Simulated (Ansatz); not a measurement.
Basis-set series for CH6BNO2. Total charge 0; spin multiplicity 1. The bonds changed during the relaxation, so this is another structure than the one it started from. The structure was optimised at the PBE0-D4/def2-TZVP level. It is one conformer, not always the lowest.

Z-matrix (Å, degrees):
```
B
O 1 1.440
C 1 1.607 2 113.8
H 1 1.231 2 114.7 3 120.2
H 1 1.238 2 116.2 3 -113.2
H 2 0.955 1 111.4 3 104.1
N 3 1.317 1 120.3 2 153.6
O 3 1.310 1 121.4 2 -30.1
H 7 1.009 3 124.8 1 167.3
H 7 1.008 3 116.3 1 -5.5
H 8 0.968 3 113.5 1 -177.8
```

```
functional       basis  functions  energy (Eh)  HOMO (eV)  LUMO (eV)
   PBE0-D4    def2-SVP        100   -271.26971      -6.23      -0.36
   PBE0-D4  def2-TZVPP        239   -271.59032      -6.58      -0.61
   ωB97M-V    def2-SVP        100   -271.46053      -8.62       1.92
   ωB97M-V  def2-TZVPP        239   -271.79198      -8.99       1.09
```

(1) Give the rows for def2-QZVPP. (An estimate is asked.)

Answers

(1) The calculation gave: 
```csv
functional,basis,functions,energy (Eh),HOMO (eV),LUMO (eV)
PBE0-D4,def2-QZVPP,465,-271.60601,-6.64,-0.71
ωB97M-V,def2-QZVPP,465,-271.80686,-9.05,0.53
```

Positive LUMOs are unbound and depend on the basis.

Program: Ansatz 0.2.0.
